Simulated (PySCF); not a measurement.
PySCF 2.14 output of a UHF calculation on a single atom or ion in x2c-TZVPPall (11s7p7d3f1g, 97 functions), with scalar relativity by spin-free X2C-1e:

```
SCF conv_tol = 1e-09
number electrons alpha = 39  beta = 34
cycle= 1 E= -16687.077307758  delta_E= -0.00307  |g|= 0.0187  |ddm|= 0.0452
cycle= 2 E= -16687.0774104212  delta_E= -0.000103  |g|= 0.0037  |ddm|= 0.00856
cycle= 3 E= -16687.0774149405  delta_E= -4.52e-06  |g|= 0.000308  |ddm|= 0.00249
cycle= 4 E= -16687.0774149635  delta_E= -2.3e-08  |g|= 0.000166  |ddm|= 0.000289
cycle= 5 E= -16687.0774149673  delta_E= -3.85e-09  |g|= 1.14e-05  |ddm|= 0.000136
cycle= 6 E= -16687.0774149675  delta_E= -1.78e-10  |g|= 2.59e-06  |ddm|= 5.17e-05
converged SCF energy = -16687.0774149675  <S^2> = 8.7547212  2S+1 = 6.0015735
```

The run itself started from symmetry-adapted Hartree-Fock orbitals and held the occupation by maximum overlap, so the iterations belong to that start.

Task: Which element, charge and spin multiplicity is this?

Result: Re(2+) (rhenium, charge +2), multiplicity 6; the state was [Xe] 4f14 5d4 6p1, one real determinant (an excited configuration).

⟨L²⟩ = 8.02 against 12 for a pure F term, so this real determinant mixes terms. Spin-orbit coupling, absent here, splits the open shell strongly.
